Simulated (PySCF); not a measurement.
Al(CF3)(F)(OH) (CHAlF4O), SMILES [C]([Al]([OH])[F])(F)(F)F.

Coordinates come from a PBE0-D3(BJ)/def2-SVP optimisation. The structure was generated by enumeration; whether it is a known compound was not checked. Other conformers were not sampled.

These are PySCF with PBE0-D3(BJ)/def2-SVP values and carry that method's errors.

Frequencies are harmonic and unscaled.

A small imaginary wavenumber (i) marks a very flat motion, where grid noise or a shallow saddle decides the sign.

```csv
mode,ν (cm⁻¹),IR (km/mol),moving atoms (share of kinetic energy)
1,5i,0.5,"F 75 %, O 23 %"
2,106,2.0,"F 64 %, O 25 %"
3,127,4.6,"F 74 %, O 10 %"
4,197,25.6,"F 57 %, O 28 %, H 11 %"
5,247,1.3,"F 68 %, Al 13 %, O 10 %"
6,296,36.3,"Al 62 %, F 26 %"
7,354,175.1,"H 85 %, O 12 %"
8,375,66.1,"Al 41 %, F 38 %, H 13 %"
9,496,154.6,"H 64 %, O 27 %"
10,526,0.3,F 91 %
11,526,1.1,F 91 %
12,734,23.0,"F 82 %, C 13 %"
13,836,135.7,"F 44 %, Al 34 %, O 18 %"
14,983,110.3,"Al 50 %, O 29 %, F 17 %"
15,1147,226.4,"C 70 %, F 30 %"
16,1166,252.8,"C 71 %, F 29 %"
17,1241,138.9,"C 75 %, F 23 %"
18,4003,149.1,H 94 %
```
